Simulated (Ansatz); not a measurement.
One change: `B[SiH](Cl)[SnH3]` becomes `Cl[SiH2][SnH3]`.

Ansatz, PBE0-D4/def2-TZVP geometries, multiplicity 1. 

Elements past krypton have def2 core potentials.

```json
{"property": "LUMO energy (PBE0/def2-TZVPP) / eV", "`B[SiH](Cl)[SnH3]`": "-1.94"}
{"property": "LUMO energy (ωB97M-V/def2-TZVPP) / eV", "`B[SiH](Cl)[SnH3]`": "-0.15"}
{"property": "HOMO energy (B3LYP/def2-TZVPP) / eV", "`B[SiH](Cl)[SnH3]`": "-7.12"}
{"property": "HOMO–LUMO gap (PBE0/def2-TZVPP) / eV", "`B[SiH](Cl)[SnH3]`": "5.39"}
{"property": "size of the dipole moment (ωB97M-V/def2-TZVPP) / D", "`B[SiH](Cl)[SnH3]`": "1.06"}
{"property": "HOMO energy (PBE/def2-TZVPP) / eV", "`B[SiH](Cl)[SnH3]`": "-6.41"}
```

Q: Give the same properties after the change, and the shifts. (Best estimate.)

A: Computed: 
```json
{"property": "LUMO energy (PBE0/def2-TZVPP) / eV", "`Cl[SiH2][SnH3]`": "-0.63", "shift": "1.31"}
{"property": "LUMO energy (ωB97M-V/def2-TZVPP) / eV", "`Cl[SiH2][SnH3]`": "1.11", "shift": "1.26"}
{"property": "HOMO energy (B3LYP/def2-TZVPP) / eV", "`Cl[SiH2][SnH3]`": "-7.70", "shift": "-0.58"}
{"property": "HOMO–LUMO gap (PBE0/def2-TZVPP) / eV", "`Cl[SiH2][SnH3]`": "7.26", "shift": "1.87"}
{"property": "size of the dipole moment (ωB97M-V/def2-TZVPP) / D", "`Cl[SiH2][SnH3]`": "1.21", "shift": "0.15"}
{"property": "HOMO energy (PBE/def2-TZVPP) / eV", "`Cl[SiH2][SnH3]`": "-6.80", "shift": "-0.39"}
```

With PBE0 the HOMO falls by 0.57 eV and the LUMO rises by 1.31 eV, so the gap widens by about 1.88 eV. PBE moves the HOMO by -0.39 eV and ωB97M-V by -0.68 eV. The zero-point energy changes by -33.3 kJ/mol with -6 modes. Dipoles are sizes alone; their direction can turn.

B3LYP here is the variant with VWN-RPA as its local correlation; programs differ in this.
